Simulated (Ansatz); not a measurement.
Computed with Ansatz on PBE0-D4/def2-TZVP structures; ΔE is electronic, products minus reactants. CBS: MP2 limit from def2 TZ/QZ plus the TZ coupled-cluster correction, frozen cores. This one scheme is used for every species. Functionals use def2-TZVPP. For Ga outer-core shells are correlated without core-valence functions, which leaves a few kJ/mol of doubt a bond. Scalar relativity is left out up to krypton. One conformer a species, not always the lowest.

Reaction (substitution at a C–O bond): `FC(F)(F)C1=CC(C(F)(F)F)=[O+][Ga-]([F])([F])[O]1` + `CB(O)O` → `C[B-]1(O)OC(C(F)(F)F)=CC(C(F)(F)F)=[O+]1` + `[OH][Ga]([F])[F]`

`FC(F)(F)C1=CC(C(F)(F)F)=[O+][Ga-]([F])([F])[O]1`:

```xyz
17

F     1.710   -0.731   -2.591
C     1.833   -1.344   -1.417
F     1.580   -2.636   -1.589
F     3.085   -1.204   -0.999
C     0.871   -0.766   -0.365
C     0.020    0.273   -0.717
C    -0.866    0.831    0.194
C    -1.784    1.982   -0.251
F    -3.053    1.625   -0.095
F    -1.591    2.303   -1.527
F    -1.546    3.055    0.493
O    -1.034    0.511    1.402
Ga   -0.066   -0.873    2.285
F    -1.148   -2.179    2.657
F     0.968   -0.170    3.489
O     0.973   -1.334    0.756
H     0.048    0.656   -1.724
```

`CB(O)O`:

Z-matrix (Å, degrees):
```
C
B 1 1.566
H 1 1.091 2 111.9
H 1 1.096 2 109.3 3 118.3
H 1 1.091 2 112.0 3 -123.3
O 2 1.370 1 118.5 3 -29.5
O 2 1.370 1 118.5 3 151.5
H 6 0.960 2 115.6 1 -178.2
H 7 0.960 2 115.6 1 178.2
```

`C[B-]1(O)OC(C(F)(F)F)=CC(C(F)(F)F)=[O+]1`:

```xyz
21

C    -1.140   -2.112   -0.614
B    -0.673   -1.322    0.672
O    -0.937   -1.910    1.896
O    -1.301    0.137    0.637
C    -0.749    1.088    0.025
C    -1.611    2.348   -0.078
F    -1.819    2.851    1.135
F    -1.020    3.280   -0.823
F    -2.785    2.059   -0.624
C     0.549    1.072   -0.463
C     1.320   -0.005   -0.054
C     2.838   -0.003   -0.248
F     3.226   -1.117   -0.855
F     3.442    0.069    0.935
F     3.231    1.035   -0.984
O     0.881   -1.016    0.554
H    -0.903   -1.597   -1.550
H    -0.663   -3.095   -0.646
H    -2.221   -2.272   -0.587
H    -0.641   -1.403    2.654
H     0.975    1.915   -0.979
```

`[OH][Ga]([F])[F]`:

Z-matrix (Å, degrees):
```
Ga
O 1 1.757
F 1 1.738 2 122.0
F 1 1.728 2 120.8 3 -180.0
H 2 0.961 1 112.9 3 -0.0
```

| level | ΔE (eV) |
| --- | --- |
| LDA (SPW92) | 1.12 |
| PBE0-D4 | 1.28 |
| CAM-B3LYP-D4 | 1.36 |
| PBE | 1.20 |

(1) What does CCSD(T)/CBS give? (Estimate.)

Largest T1 diagnostic among the species: 0.015.

Answers

(1) The calculation gave: +1.30 eV. The listed levels differ from it by -0.18, -0.02, 0.06, -0.10 eV.

From BLYP to BHLYP (50 % exact exchange), in def2-TZVPP and without D4, ΔE moves by +0.18 eV. Leaving LDA and LC-ωPBE aside and taking each functional with its dispersion term where it has one, the values, not all of them listed here, spread over 0.32 eV, from revPBE-D4 to BHLYP-D4. LDA lies −0.08 eV from PBE without D4.
